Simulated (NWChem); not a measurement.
Species: CoCl2, quartet; SMILES [Cl][Co][Cl]

```xyz
3

Co     0.0000     0.0000     0.0000
Cl     0.0000     0.0000     2.1104
Cl     0.0000     0.0000    -2.1104
```
Atoms are numbered in this order, from 1.

Level: PBE0/def2-SVP, spin-unrestricted (NWChem), optimised geometry, unscaled harmonic frequencies. 

Q: List the harmonic frequencies with IR intensities, and the thermochemistry.

A: 
```json
[
 {"frequency (cm⁻¹)": "78", "IR intensity (km/mol)": "19.5"},
 {"frequency (cm⁻¹)": "78", "IR intensity (km/mol)": "19.5"},
 {"frequency (cm⁻¹)": "355", "IR intensity (km/mol)": "0.0"},
 {"frequency (cm⁻¹)": "511", "IR intensity (km/mol)": "155.3"}
]
```

```yaml
zero_point_energy: 1.5 kcal/mol
thermal correction to the enthalpy at 298.15 K (with zero-point energy): 4.9 kcal/mol
heat capacity Cv: 11.7 cal/(mol K)
dipole_moment: 0.00 D
```

Rigid rotor and harmonic oscillator; modes under 100 cm⁻¹ make the entropy uncertain.
